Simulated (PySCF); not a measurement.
## Calculated data, CH6AlBSi, C2H5AlSi, CH5AlNSi, CH5FSi2 and others

All values are calculated (PySCF 2.14.0). Calculation on a computer-drawn molecule: the log of a Hartree-Fock and frozen-core CCSD(T) single point meant for a local Hartree-Fock minimum, with one planted fault or none, to be diagnosed. Offsets are logged minus clean, where the clean run is the same molecule without the fault. The reference is restricted for singlets and unrestricted otherwise, and also for a bond in bohr or an excited solution. Adding or removing an electron swaps singlet and doublet. The excited solution moves the top pair (singlet) or top alpha electron (doublet) to the lowest empty orbital. Highest occupied and lowest empty are orbital energies over both spins, largest force is the largest gradient component, triples share is (T) over the correlation energy, the T1 limit is 0.02 restricted and 0.045 unrestricted, electrons count all cores, a negative frequency is imaginary (commonest isotopes), and the dipole is about the centre of nuclear charge.

Common to all runs: logged SCF converged yes; possible faults no fault, one electron removed, one electron added, multiplicity raised by two, geometry at a saddle point, SCF held on an excited solution, minimal basis STO-3G, one bond length entered in bohr, all coordinates scaled.

(1) CH6AlBSi

Logged structure:
```xyz
10
CH6AlBSi
C      1.1945     0.3282     1.2946
Si    -0.3143     0.6748     1.2197
B     -0.9358     2.0034     0.1416
Al    -2.7682     2.6043    -0.1094
H      1.8563     0.8211     0.7583
H      1.5678    -0.3821     1.8644
H     -1.1586    -0.0394     1.9792
H     -0.1330     2.4946    -0.4138
H     -3.5997     2.0205    -1.1276
H     -3.3188     3.6461     0.7156
```

* meant charge: 0
* meant multiplicity: 1
* meant basis: cc-pV(D+d)Z
* logged electrons: 44
* logged basis functions: 104
* logged spin squared: 0
* logged highest occupied: -9.0157 eV
* logged lowest empty: 0.42141 eV
* logged largest force: 0.090134 hartree/bohr
* logged T1 diagnostic: 0.017549
* logged D1 diagnostic: 0.066337
* logged triples share: 0.032377
* logged CC converged: yes
* logged dipole magnitude: 0.27422 debye
* logged SCF stable within its kind: yes
* logged energy HF: -596.70195 hartree
* logged energy CCSD(T): -597.15237 hartree
* planted fault: all coordinates scaled, by -9.3 %
* HF energy offset from clean run: 58.29 kcal/mol
* CCSD(T) energy offset from clean run: 63.58 kcal/mol

Drawn bonds:
```tsv
atom	other atom	order
1	2	2
2	3	1
3	4	1
1	5	1
1	6	1
2	7	1
3	8	1
4	9	1
4	10	1
```

(2) C2H5AlSi

Logged structure:
```xyz
9
C2H5AlSi
C     -2.1751     0.3756    -1.3853
Si    -1.5463    -0.8618    -2.3582
C      0.2462    -1.1365    -2.7431
Al     1.3243    -1.9748    -1.2447
H     -4.1754     0.4839    -0.9519
H     -1.5730     1.1899    -0.9958
H     -2.4351    -1.9389    -2.8379
H      0.7274    -0.1630    -2.9239
H      0.3478    -1.7318    -3.6605
```

* meant charge: 0
* meant multiplicity: 1
* meant basis: cc-pV(D+d)Z
* logged electrons: 44
* logged basis functions: 99
* logged spin squared: 1.1401
* logged highest occupied: -7.3079 eV
* logged lowest empty: 0.92252 eV
* logged largest force: 0.02364 hartree/bohr
* logged T1 diagnostic: 0.07231
* logged D1 diagnostic: 0.23817
* logged triples share: 0.043126
* logged CC converged: yes
* logged dipole magnitude: 2.3439 debye
* logged SCF stable within its kind: yes
* logged energy HF: -609.30375 hartree
* logged energy CCSD(T): -609.78935 hartree
* planted fault: one bond length entered in bohr, row 4 of the drawn bonds
* HF energy offset from clean run: 80.81 kcal/mol
* CCSD(T) energy offset from clean run: 87.05 kcal/mol

Drawn bonds:
```tsv
atom	other atom	order
1	2	2
2	3	1
3	4	1
1	5	1
1	6	1
2	7	1
3	8	1
3	9	1
```

Notes: T1 above single-reference limit.

(3) CH5AlNSi

Logged structure:
```xyz
9
CH5AlNSi
C     -3.4416    -0.5920     1.2769
Si    -2.0203    -1.0545     0.4948
N     -0.4509    -0.4252     0.7241
Al     1.1371    -0.8205    -0.0335
H     -4.3776    -1.0812     1.0309
H     -3.4984     0.1827     2.0331
H     -1.9893    -2.1123    -0.5268
H     -0.4195     0.3071     1.4192
H      2.3709     0.0340     0.4919
```

* meant charge: 0
* meant multiplicity: 2
* meant basis: cc-pV(D+d)Z
* logged electrons: 45
* logged basis functions: 99
* logged spin squared: 1.7311
* logged highest occupied: -3.4577 eV
* logged lowest empty: -1.8169 eV
* logged largest force: 0.14169 hartree/bohr
* logged dipole magnitude: 12.429 debye
* logged SCF stable within its kind: no
* logged energy HF: -625.93537 hartree
* planted fault: SCF held on an excited solution
* HF energy offset from clean run: 78.21 kcal/mol

Drawn bonds:
```tsv
atom	other atom	order
1	2	2
2	3	1
3	4	1
1	5	1
1	6	1
2	7	1
3	8	1
4	9	1
```

Notes: coupled-cluster numbers left out as unreliable.

(4) CH5FSi2

Logged structure:
```xyz
9
CH5FSi2
C     -3.3886     0.5623     2.5115
Si    -2.8129     0.4202     0.9187
Si    -0.6330    -0.3392     0.5183
F     -0.6773    -1.6538    -0.4297
H     -2.7837     0.2737     3.3645
H     -4.3780     0.9343     2.7552
H     -3.6466     0.8180    -0.2310
H      0.1854     0.6634    -0.1880
H     -0.0003    -0.7140     1.7951
```

* meant charge: 0
* meant multiplicity: 1
* meant basis: cc-pV(D+d)Z
* logged electrons: 48
* logged basis functions: 99
* logged spin squared: 0
* logged highest occupied: -8.7158 eV
* logged lowest empty: 1.5851 eV
* logged largest force: 7.407e-06 hartree/bohr
* logged lowest frequency: 55.284 cm⁻¹
* logged T1 diagnostic: 0.014086
* logged D1 diagnostic: 0.042991
* logged triples share: 0.028215
* logged CC converged: yes
* logged dipole magnitude: 1.3368 debye
* logged SCF stable within its kind: yes
* logged energy HF: -718.09113 hartree
* logged energy CCSD(T): -718.67507 hartree
* planted fault: no fault
* HF energy offset from clean run: 0 kcal/mol
* CCSD(T) energy offset from clean run: 0 kcal/mol

Drawn bonds:
```tsv
atom	other atom	order
1	2	2
2	3	1
3	4	1
1	5	1
1	6	1
2	7	1
3	8	1
3	9	1
```

(5) CH3FSi2

Logged structure:
```xyz
7
CH3FSi2
C     -1.2257     0.8523    -2.1195
Si    -0.0603     1.3462    -0.9697
Si    -0.3975     3.4257     0.2110
F     -1.8112     3.7653    -0.5339
H     -2.0985     1.4697    -2.3047
H     -1.1695    -0.0599    -2.7042
H      1.1274     0.4970    -0.7241
```

* meant charge: 0
* meant multiplicity: 1
* meant basis: cc-pV(D+d)Z
* logged electrons: 46
* logged basis functions: 89
* logged spin squared: 2.3183
* logged highest occupied: -8.0914 eV
* logged lowest empty: -0.43103 eV
* logged largest force: 0.030931 hartree/bohr
* logged T1 diagnostic: 0.045639
* logged D1 diagnostic: 0.19955
* logged triples share: 0.031659
* logged CC converged: yes
* logged dipole magnitude: 1.8228 debye
* logged SCF stable within its kind: yes
* logged energy HF: -716.85002 hartree
* logged energy CCSD(T): -717.38286 hartree
* planted fault: multiplicity raised by two
* HF energy offset from clean run: 15.97 kcal/mol
* CCSD(T) energy offset from clean run: 33.57 kcal/mol

Drawn bonds:
```tsv
atom	other atom	order
1	2	2
2	3	1
3	4	1
1	5	1
1	6	1
2	7	1
```

Notes: T1 above single-reference limit.

(6) CH4FNSi

Logged structure:
```xyz
8
CH4FNSi
C     -0.6405     1.6396    -3.3731
Si     0.2320     0.7112    -2.2892
N     -0.0680     0.3196    -0.6904
F      1.6138    -0.0087    -2.6541
H     -0.2963     1.7928    -4.3875
H     -1.5731     2.1136    -3.0927
H      0.5466    -0.2538    -0.1483
H     -0.8730     0.6336    -0.1870
```

* meant charge: 0
* meant multiplicity: 1
* meant basis: cc-pV(D+d)Z
* logged electrons: 40
* logged basis functions: 85
* logged spin squared: 2.0125
* logged highest occupied: -4.0532 eV
* logged lowest empty: 1.1997 eV
* logged largest force: 0.14282 hartree/bohr
* logged T1 diagnostic: 0.073808
* logged D1 diagnostic: 0.50124
* logged triples share: 0.024114
* logged CC converged: yes
* logged dipole magnitude: 3.8429 debye
* logged SCF stable within its kind: yes
* logged energy HF: -482.92878 hartree
* logged energy CCSD(T): -483.53069 hartree
* planted fault: multiplicity raised by two
* HF energy offset from clean run: 82.88 kcal/mol
* CCSD(T) energy offset from clean run: 100.6 kcal/mol

Drawn bonds:
```tsv
atom	other atom	order
1	2	2
2	3	1
2	4	1
1	5	1
1	6	1
3	7	1
3	8	1
```

Notes: T1 above single-reference limit.

(7) CH4FNSi

Logged structure:
```xyz
8
CH4FNSi
C     -0.6405     1.6396    -3.3731
Si     0.2320     0.7112    -2.2892
N     -0.3350    -0.0289     0.7321
F      1.6138    -0.0087    -2.6541
H     -0.2963     1.7928    -4.3875
H     -1.5731     2.1136    -3.0927
H      0.2797    -0.6022     1.2742
H     -1.1399     0.2852     1.2355
```

* meant charge: 0
* meant multiplicity: 1
* meant basis: cc-pV(D+d)Z
* logged electrons: 40
* logged basis functions: 85
* logged spin squared: 1.2435
* logged highest occupied: -7.9999 eV
* logged lowest empty: 1.7396 eV
* logged largest force: 0.030835 hartree/bohr
* logged T1 diagnostic: 0.035489
* logged D1 diagnostic: 0.18191
* logged triples share: 0.024487
* logged CC converged: yes
* logged dipole magnitude: 3.6617 debye
* logged SCF stable within its kind: yes
* logged energy HF: -482.93067 hartree
* logged energy CCSD(T): -483.5273 hartree
* planted fault: one bond length entered in bohr, row 2 of the drawn bonds
* HF energy offset from clean run: 81.7 kcal/mol
* CCSD(T) energy offset from clean run: 102.7 kcal/mol

Drawn bonds:
```tsv
atom	other atom	order
1	2	2
2	3	1
2	4	1
1	5	1
1	6	1
3	7	1
3	8	1
```

(8) CH2FOSi

Logged structure:
```xyz
6
CH2FOSi
C      1.6286    -0.2589    -0.8755
Si    -0.0382    -0.6670    -0.7783
O     -1.3200    -0.2087    -1.4721
F     -0.2715    -1.8316     0.3375
H      1.9921     0.4970    -1.5605
H      2.3686    -0.7465    -0.2530
```

* meant charge: -1
* meant multiplicity: 1
* meant basis: aug-cc-pV(D+d)Z
* logged electrons: 40
* logged basis functions: 119
* logged spin squared: 2.0096
* logged highest occupied: 0.42509 eV
* logged lowest empty: 3.2554 eV
* logged largest force: 0.089701 hartree/bohr
* logged T1 diagnostic: 0.039936
* logged D1 diagnostic: 0.23746
* logged triples share: 0.033053
* logged CC converged: yes
* logged dipole magnitude: 6.9619 debye
* logged SCF stable within its kind: yes
* logged energy HF: -502.30565 hartree
* logged energy CCSD(T): -502.9729 hartree
* planted fault: multiplicity raised by two
* HF energy offset from clean run: 47.76 kcal/mol
* CCSD(T) energy offset from clean run: 66.37 kcal/mol

Drawn bonds:
```tsv
atom	other atom	order
1	2	2
2	3	1
2	4	1
1	5	1
1	6	1
```

Notes: highest electron not bound in this basis.

(9) C2H6BF

Logged structure:
```xyz
10
C2H6BF
C     -1.4200     1.5702     0.5149
B     -1.7493     1.2334    -0.9866
C     -1.0617     0.0959    -1.8291
F     -2.6896     1.9722    -1.5971
H     -2.2481     2.0639     1.0277
H     -0.5695     2.2653     0.5249
H     -1.1102     0.6906     1.0844
H     -0.0440    -0.1216    -1.4968
H     -1.6438    -0.8248    -1.6873
H     -1.0579     0.3117    -2.8997
```

- meant charge: 0
- meant multiplicity: 1
- meant basis: cc-pVDZ
- logged electrons: 32
- logged basis functions: 86
- logged spin squared: 0
- logged highest occupied: -2.9635 eV
- logged lowest empty: -4.0878 eV
- logged largest force: 0.12551 hartree/bohr
- logged CC converged: no
- logged dipole magnitude: 3.3231 debye
- logged SCF stable within its kind: no
- logged energy HF: -202.79441 hartree
- planted fault: SCF held on an excited solution
- HF energy offset from clean run: 406.6 kcal/mol

Drawn bonds:
```tsv
atom	other atom	order
1	2	1
2	3	1
2	4	1
1	5	1
1	6	1
1	7	1
3	8	1
3	9	1
3	10	1
```

Notes: CCSD not converged.

(10) CH4BFSi

Logged structure:
```xyz
8
CH4BFSi
C     -0.4747    -1.7922    -0.9190
B     -0.6571    -1.3082     0.5694
F      0.3746    -1.5361     1.4058
Si    -2.3534    -0.4302     1.3468
H     -1.2527    -1.4481    -1.6043
H      0.5006    -1.4803    -1.3067
H     -0.4833    -2.8899    -0.9285
H     -1.8597     0.9597     0.9845
```

- meant charge: 0
- meant multiplicity: 1
- meant basis: cc-pV(D+d)Z
- logged electrons: 38
- logged basis functions: 85
- logged spin squared: 0
- logged highest occupied: -8.7057 eV
- logged lowest empty: 0.37259 eV
- logged largest force: 1.085e-05 hartree/bohr
- logged lowest frequency: 62.396 cm⁻¹
- logged T1 diagnostic: 0.014846
- logged D1 diagnostic: 0.047922
- logged triples share: 0.025045
- logged CC converged: yes
- logged dipole magnitude: 1.3163 debye
- logged SCF stable within its kind: yes
- logged energy HF: -453.25104 hartree
- logged energy CCSD(T): -453.80264 hartree
- planted fault: no fault
- HF energy offset from clean run: 0 kcal/mol
- CCSD(T) energy offset from clean run: 0 kcal/mol

Drawn bonds:
```tsv
atom	other atom	order
1	2	1
2	3	1
2	4	1
1	5	1
1	6	1
1	7	1
4	8	1
```
